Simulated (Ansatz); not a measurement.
Isomers of C2H6BCl, relaxed with PBE0-D4/def2-TZVP in Ansatz; electronic energies, one conformer each and not always the lowest. Functionals use def2-TZVPP; CBS adds triple-zeta CCSD(T) − MP2 to the MP2 limit of def2-TZVPP and def2-QZVPP.

(1) Order them by energy at frozen-core CCSD(T)/CBS, lowest first. (An estimate is asked.)
A. `CB(C)Cl`
B. `BC(C)Cl`
C. `BCCCl`

(2) How do HF/CBS(def2), B2PLYP, PBE-D4, ωB97M-V place them (kJ/mol, against `CB(C)Cl`)? (An estimate is asked.)

Results:

(1) A (0.0 kJ/mol), B (207.3 kJ/mol), C (220.8 kJ/mol).

(2) The calculation gave: 
```csv
isomer,HF/CBS(def2),B2PLYP,PBE-D4,ωB97M-V
`BC(C)Cl`,222.4,210.3,201.4,209.4
`BCCCl`,211.1,223.2,226.5,224.0
```
